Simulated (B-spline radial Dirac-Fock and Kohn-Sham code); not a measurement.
# Sn²⁺: eigenvalues, ΔSCF and the reference

System: Sn²⁺ in the configuration 1s2 2s2 2p6 3s2 3p6 3d10 4s2 4p6 4d10 5s2.

The density-functional columns are spherical, spin-unpolarised Dirac-Kohn-Sham results without Breit or QED terms: −ε is minus the orbital energy of the initial state and ΔSCF the difference of two total energies. The reference in the last column comes from Dirac-Fock energy differences between relaxed states, corrected for Breit and QED terms. All numbers are from a radial atomic solver, in eV; a selection of levels is shown. The Kohn-Sham columns are given as differences from the reference. For the 1s level of heavy atoms much of the gap between ΔSCF and the reference is the Breit and QED part, -95.9 eV here; for other levels the error of the functional can be larger.

```csv
level,PBE −ε − DF,PBE ΔSCF − DF,LDA −ε − DF,LDA ΔSCF − DF,Dirac-Fock
K (1s),-215.9,+121.6,-249.8,+86.7,29226.8
L1 (2s),-105.7,-46.2,-109.8,-50.1,4499.0
L2 (2p1/2),-79.8,-5.5,-81.2,-6.8,4184.7
L3 (2p3/2),-82.9,-13.1,-84.0,-14.0,3957.2
M1 (3s),-52.9,-32.3,-54.1,-33.4,914.9
M2 (3p1/2),-42.2,-20.9,-42.5,-21.2,787.0
M3 (3p3/2),-41.8,-21.2,-42.0,-21.4,744.5
M4 (3d3/2),-25.1,-2.4,-24.7,-2.0,520.8
M5 (3d5/2),-25.4,-3.0,-25.0,-2.5,512.3
N1 (4s),-22.1,-12.1,-22.2,-12.2,173.3
N2 (4p1/2),-16.7,-7.1,-16.7,-7.0,129.1
N3 (4p3/2),-16.7,-7.3,-16.8,-7.3,121.5
N4 (4d3/2),-7.2,+1.3,-7.0,+1.5,51.01
N5 (4d5/2),-7.2,+1.2,-7.0,+1.4,49.99
O1 (5s),-2.4,+2.5,-2.0,+2.9,28.52
```

For the outermost level NIST gives 30.506 eV (measured); the differences from it are PBE −ε -4.42, PBE ΔSCF +0.46, LDA −ε -3.98, LDA ΔSCF +0.94, Dirac-Fock -1.99 eV.

Values without a named source are computed, but for edge energies of neutral atoms, which are taken from tables.
